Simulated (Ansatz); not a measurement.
# Cost against result

Saddle point of Si$_{2}$H$_{8}$SO, closed shell (Si₂H₆O ([OH][SiH2][SiH3]) + H₂S → SiH₄O ([OH][SiH3]) + SiH₄S ([SiH3][SH]); bonds formed: Si1–H6, Si2–S7; bonds broken: Si1–Si2, H6–S7), PBE0-D4/def2-TZVP structure:

```xyz
12
angstrom
Si -1.1386 -0.3835 -0.7513
Si 0.7765 -0.7613 0.9013
H -0.6859 -1.3090 -1.8112
H -2.1720 -0.9752 0.1284
O -1.5940 1.0528 -1.3893
H 0.1184 0.5019 0.0895
S 1.1810 1.8554 0.7985
H 2.1755 -0.9373 0.4654
H 0.4296 -0.5577 2.3205
H 0.1171 -2.0866 0.5365
H -1.1820 1.8373 -1.0069
H 1.9743 1.7631 -0.2814
```

Barriers are electronic and count from the start structure reached by relaxing down the imaginary mode.

Computed with Ansatz 0.2.0 (basis: as named in each row); correlated methods freeze the cores. B3LYP uses VWN-RPA correlation. Extrapolation: Hartree–Fock as exp(−7.88 √X), correlation as X^−2.97.

Times are rough, for one single point on 4 threads of a shared host (Arm Neoverse V1).

The estimate by CCSD(T) at an estimated basis limit (MP2 extrapolated from triple and quadruple zeta, plus CCSD(T) − MP2 in triple zeta) is 2.100 eV.

```json
{"method": "HF", "basis": "STO-3G", "time (s)": "under 1", "barrier (eV)": "6.049", "method less estimate": "3.949"}
{"method": "PBE-D4", "basis": "STO-3G", "time (s)": "under 1", "barrier (eV)": "3.849", "method less estimate": "1.749"}
{"method": "SPW92", "basis": "def2-SVP", "time (s)": "under 1", "barrier (eV)": "1.608", "method less estimate": "-0.491"}
{"method": "B3LYP-D4", "basis": "6-31G", "time (s)": "1", "barrier (eV)": "2.603", "method less estimate": "0.503"}
{"method": "PBE-D4", "basis": "def2-SVP", "time (s)": "1", "barrier (eV)": "1.839", "method less estimate": "-0.261"}
{"method": "PBE0-D4", "basis": "def2-SVP", "time (s)": "2", "barrier (eV)": "2.060", "method less estimate": "-0.039"}
{"method": "SPW92", "basis": "def2-TZVPP", "time (s)": "2", "barrier (eV)": "1.476", "method less estimate": "-0.623"}
{"method": "PBE-D4", "basis": "def2-TZVPP", "time (s)": "3", "barrier (eV)": "1.708", "method less estimate": "-0.391"}
{"method": "BLYP-D4", "basis": "def2-TZVPP", "time (s)": "3", "barrier (eV)": "1.890", "method less estimate": "-0.209"}
{"method": "B3LYP-D4", "basis": "def2-TZVPP", "time (s)": "4", "barrier (eV)": "2.048", "method less estimate": "-0.052"}
{"method": "BHLYP-D4", "basis": "def2-TZVPP", "time (s)": "4", "barrier (eV)": "2.279", "method less estimate": "0.179"}
{"method": "PBE0-D4", "basis": "def2-TZVPP", "time (s)": "5", "barrier (eV)": "1.911", "method less estimate": "-0.188"}
{"method": "CAM-B3LYP-D4", "basis": "def2-TZVPP", "time (s)": "5", "barrier (eV)": "2.211", "method less estimate": "0.111"}
{"method": "CCSD(T)", "basis": "def2-SVP", "time (s)": "6", "barrier (eV)": "2.548", "method less estimate": "0.448"}
{"method": "r2SCAN-D4", "basis": "def2-TZVPP", "time (s)": "6", "barrier (eV)": "1.820", "method less estimate": "-0.279"}
{"method": "wB97M-V", "basis": "def2-SVP", "time (s)": "6", "barrier (eV)": "2.244", "method less estimate": "0.144"}
{"method": "r2SCAN0-D4", "basis": "def2-TZVPP", "time (s)": "7", "barrier (eV)": "1.966", "method less estimate": "-0.134"}
{"method": "RPA on PBE", "basis": "def2-TZVPP", "time (s)": "8", "barrier (eV)": "2.210", "method less estimate": "0.111"}
{"method": "B2PLYP", "basis": "def2-TZVPP", "time (s)": "8", "barrier (eV)": "2.132", "method less estimate": "0.032"}
{"method": "PBE-QIDH", "basis": "def2-TZVPP", "time (s)": "8", "barrier (eV)": "2.061", "method less estimate": "-0.038"}
{"method": "B97M-V", "basis": "def2-TZVPP", "time (s)": "11", "barrier (eV)": "2.015", "method less estimate": "-0.085"}
{"method": "wB97X-V", "basis": "def2-TZVPP", "time (s)": "11", "barrier (eV)": "2.222", "method less estimate": "0.122"}
{"method": "wB97M-V", "basis": "def2-TZVPP", "time (s)": "12", "barrier (eV)": "2.091", "method less estimate": "-0.008"}
{"method": "MP2", "basis": "def2-QZVPP", "time (s)": "35", "barrier (eV)": "2.020", "method less estimate": "-0.080"}
{"method": "CCSD(T)", "basis": "def2-TZVPP", "time (s)": "200", "barrier (eV)": "2.194", "method less estimate": "0.094"}
```

All methods are single points on the PBE0-D4 structures.

No T1 diagnostic of these runs exceeds 0.015.

Labels in which every atom is bracketed show which atoms are joined, not bond orders.
